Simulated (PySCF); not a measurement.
I$_{4}$Sn, SMILES `[I][Sn]([I])([I])[I]`, neutral singlet in the gas phase. 

Cartesian coordinates (Å):
```xyz
5

I     -0.5065     1.1905     2.3830
Sn     0.0000     0.0000     0.0000
I     -1.9175    -1.8474    -0.5131
I      2.4229    -1.2140     0.0929
I      0.0011     1.8708    -1.9628
```
Charge 0, multiplicity 1.

All levels are single points at this geometry (PBE-D3(BJ)/def2-SVP); Pople sets use spherical d functions. Orbital energies aren't observables, and empty levels follow the basis.

| level | HOMO (eV) | LUMO (eV) | gap (eV) | dipole (D) | vertical IE, Delta-SCF (eV) |
|---|---|---|---|---|---|
| PBE-D3(BJ)/def2-TZVP in PySCF | -6.78 | -4.61 | 2.17 | 0.00 | – |
| B3LYP/6-31G* (LANL2DZ on I, Sn) in PySCF | -7.95 | -4.47 | 3.49 | 0.00 | 9.66 |
| BP86/6-31G* (LANL2DZ on I, Sn) in PySCF | -7.19 | -5.04 | 2.15 | 0.00 | – |
| PBE/6-31G* (LANL2DZ on I, Sn) in PySCF | -7.08 | -4.93 | 2.16 | 0.00 | – |
| SVWN5/6-31G* (LANL2DZ on I, Sn) in PySCF | -7.15 | -5.01 | 2.15 | 0.00 | – |
| HF/6-31G* (LANL2DZ on I, Sn) in PySCF | -10.75 | -1.66 | 9.09 | 0.00 | 10.35 |
